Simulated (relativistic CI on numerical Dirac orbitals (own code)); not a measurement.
**Pt⁵⁶⁺: q coefficients and field-shift factors**

Computed by Dirac-Coulomb-Breit CI, orbitals from a KLI potential per configuration, derivatives by finite differences, unscaled Slater integrals, QED left out (own radial code, finite nucleus).

Configurations in the expansion (outside the closed core [Ne] 3s2): 3p6.3d4, 3p5.3d5, 3p4.3d6, 3p6.3d3.4p, 3p6.3d2.4s2, 3p6.3d2.4s.4p. Levels of other configurations are missing.

With x = (α/α₀)² − 1 an excitation energy changes as ω = ω₀ + qx; K = 2q/ω₀ is the relative enhancement. Terms are leading LS components, so labels can repeat. The field-shift factor is F = δν/δ⟨r²⟩ for the transition from the lowest level.

Lowest level 3p6.3d4 3P_0.

| Level | ω₀ (cm⁻¹) | q (cm⁻¹) | F (GHz/fm²) |
| --- | --- | --- | --- |
| 3p6.3d4 5D_1 | 676283 | 765400 | 23 |
| 3p6.3d4 3F_4 | 780813 | 748700 | 23.6 |
| 3p6.3d4 5D_2 | 813068 | 780100 | 24.3 |
| 3p6.3d4 3F_3 | 842673 | 773000 | 24.4 |
| 3p6.3d4 5D_0 | 1429531 | 1.53e+06 | 46.6 |
| 3p6.3d4 5D_2 | 1430422 | 1.51e+06 | 46 |
| 3p6.3d4 3H_4 | 1453417 | 1.519e+06 | 46.6 |
| 3p6.3d4 5D_3 | 1473470 | 1.526e+06 | 46.8 |
| 3p6.3d4 3H_5 | 1502589 | 1.504e+06 | 46.7 |
| 3p6.3d4 1I_6 | 1526517 | 1.495e+06 | 46.9 |
| 3p6.3d4 3D_1 | 1553534 | 1.538e+06 | 47.6 |
| 3p6.3d4 3F_3 | 1577629 | 1.509e+06 | 47.2 |
| 3p6.3d4 3G_4 | 1582200 | 1.514e+06 | 47.5 |

At this charge energies of transitions that change n are usually good to better than 1 %, and those within a shell (Δn = 0) to a few per cent.

Task: Which transition from the lowest level has the largest |K|?

Result: 3p6.3d4 5D_1 at 676283 cm⁻¹, K = 2.26.
